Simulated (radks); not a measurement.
Problem. Coulomb parameter of the 5d shell of neutral osmium in the model configuration [Xe] 4f14 5d6.5 6s1.5, as a second difference U = [E(n + 0.25) + E(n - 0.25) - 2 E(n)] / (0.25)^2 with all orbitals relaxed. "Bare": the charge of the atom changes with n. "Screened": the 6s shell takes up the change at fixed total charge, which measures U(5d,5d) + U(6s,6s) - 2 U(5d,6s). Calculated with a radial shooting solver on a logarithmic mesh with Libxc functionals: scalar-relativistic Kohn-Sham, PBE, spin-unpolarised, spherical densities, point nucleus. Estimate both.

Solution. U(bare) = 8.707 eV, U(screened by 6s) = 0.835 eV, against the Slater integral F0(5d,5d) = 13.423 eV with frozen orbitals. The step up makes a negative ion, whose loosely bound charge lowers the bare value.
